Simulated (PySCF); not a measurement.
Se(Me)(SeH) (CH4Se2), SMILES [SeH][Se]C. Geometry: B3LYP-D3(BJ)/def2-SVP. The values are those of a single conformer.

Level of theory: PySCF with B3LYP-D3(BJ)/def2-SVP.

Harmonic wavenumbers (cm⁻¹): 138, 171, 267, 281, 577, 730, 900, 907, 1288, 1428, 1447, 2358, 3045, 3154, 3176. Rotational constants (GHz): 9.915, 1.890, 1.626; symmetry number 1.

Work out the zero-point energy and the ideal-gas rigid-rotor harmonic-oscillator thermochemistry at 298.15 K and 1 atm.

ZPE = ½ Σ hcν = ½ × 19868 cm⁻¹ = 118.84 kJ/mol. H − E(el) = 135.54 kJ/mol. Entropy in J/(mol K): translation 173.09, rotation 111.96, vibration 39.75, total 324.79. G − E(el) = 38.70 kJ/mol. Cp = 76.87 J/(mol K). Modes under 150 cm⁻¹ make the vibrational entropy uncertain.
